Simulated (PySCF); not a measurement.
**IWN: from structure and modes to constants**

All numbers come from PySCF, UPBE0, basis W def2-TZVP with ECP60, N def2-TZVP, I def2-TZVP with ECP28 (scalar-relativistic core potentials, no spin–orbit coupling, density fitting).

The triplet minimum has Cs symmetry. Masses (u): W 183.95093, N 14.00307, I 126.90447.

```xyz
3
charge 0 multiplicity 3, angstrom
W    -0.7800    0.0000   -0.6287
N    -2.1034    0.0000    0.3623
I     1.3624    0.0000    0.8710
```

Harmonic wavenumbers (cm⁻¹): 176.1 (a', ×1), 217.8 (a', ×1), 1134.5 (a', ×1).

Find the vibrational entropy and heat capacity at 298.15 K.

With u = 1.43878 ω/T, each mode gives S = R[u/(eᵘ−1) − ln(1−e⁻ᵘ)] and C = R u² eᵘ/(eᵘ−1)².
| ω (cm⁻¹) | u | S (J/(mol K)) | C (J/(mol K)) |
| --- | --- | --- | --- |
| 176.1 | 0.850 | 9.91 | 7.83 |
| 217.8 | 1.051 | 8.27 | 7.59 |
| 1134.5 | 5.475 | 0.23 | 1.05 |
The sums over all modes are S = 18.4 and C = 16.5 J/(mol K); the softest mode gives 54 % of the entropy.

Give the standard entropy (298.15 K, 1 bar) by its translational, rotational, vibrational and spin parts, and Cp.

Sackur–Tetrode with M = 324.86 u gives 181.0; rotation with symmetry number 1 gives 115.5; vibration 18.4; spin R ln 3 = 9.1. The total is 324.0 J/(mol K), and Cp = 4 R + 16.5 = 49.7 J/(mol K).

Other isomers or separated fragments may lie lower. Other spin states or occupations of the open shell can lie lower. Spin–orbit coupling, left out here, can matter for elements this heavy.
